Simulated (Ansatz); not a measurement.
Frontier orbitals of CH₆Cl₂GaN (`[CH3][Ga-]([NH3+])([Cl])[Cl]`).

Total charge 0; spin multiplicity 1. Correlated methods include outer-core shells of Ga, which these sets cover unevenly. Scalar relativity is left out up to krypton. The structure was optimised at the PBE0-D4/def2-TZVP level. It is one conformer, not always the lowest. Basis def2-TZVPP, Ansatz.

| functional | HOMO (eV) | LUMO (eV) | gap (eV) |
| --- | --- | --- | --- |
| LDA (SPW92) | -6.78 | -1.27 | 5.51 |
| PBE | -6.63 | -1.15 | 5.48 |
| revPBE | -6.57 | -1.08 | 5.49 |
| BLYP | -6.47 | -1.19 | 5.28 |
| PBE0 | -7.94 | -0.33 | 7.61 |
| B3LYP | -7.68 | -0.69 | 6.99 |
| LC-ωPBE | -10.66 | 1.76 | 12.42 |
| ωB97X-V | -10.29 | 1.52 | 11.81 |
| ωB97M-V | -10.14 | 1.08 | 11.22 |
| HF | -10.98 | 2.24 | 13.22 |

A quarter of exact exchange (PBE0) shifts PBE's HOMO by −1.31 eV and its LUMO by +0.82 eV; full exchange at long range (ωB97M-V) shifts them by −3.52 and +2.23 eV. The gap opens from 5.48 to 11.22 eV, since occupied levels lose self-interaction and empty ones feel all the electrons. A positive LUMO is unbound and depends on the basis.

B3LYP here is the variant with VWN-RPA as its local correlation; programs differ in this. LC-ωPBE has ω = 0.4 bohr⁻¹.
